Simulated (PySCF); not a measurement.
Sb(Br)(SiH3)2 (BrH6SbSi2), SMILES [SiH3][Sb]([SiH3])[Br]. Atoms are numbered in the order given.

```xyz
10

Sb    -0.4389    -0.7999     0.0000
Br     1.9007     0.3048     0.0000
Si    -1.2696     0.8340    -1.8539
H     -0.9691     2.2420    -1.4752
H     -2.7440     0.6599    -2.0231
H     -0.5835     0.4864    -3.1298
Si    -1.2696     0.8340     1.8539
H     -0.9691     2.2420     1.4752
H     -0.5835     0.4864     3.1298
H     -2.7440     0.6599     2.0231
```
Charge 0, spin multiplicity 1.

Geometry: B3LYP-D3(BJ)/def2-SVP. The def2 effective core potentials stand for the cores of Sb; spin–orbit coupling is left out.

Vertical ionisation energy (IE) and electron affinity (EA) in eV. Rows of orbital energies are one-electron estimates. Where ΔSCF, EOM or ADC give a negative EA the extra electron is unbound and the value depends on the basis.

```csv
level,IE,EA
"−ε(HOMO), −ε(LUMO), B3LYP/def2-TZVP (PySCF)",(withheld),(withheld)
"−ε(HOMO), −ε(LUMO), PBE/def2-TZVP (PySCF)",6.14,3.02
```

### Question
Some entries are withheld; supply them. (An estimate is asked for; the answer gives what the named calculation found.)

### Answer

- −ε(HOMO), −ε(LUMO), B3LYP/def2-TZVP (PySCF), IE: 6.94
- −ε(HOMO), −ε(LUMO), B3LYP/def2-TZVP (PySCF), EA: 2.46
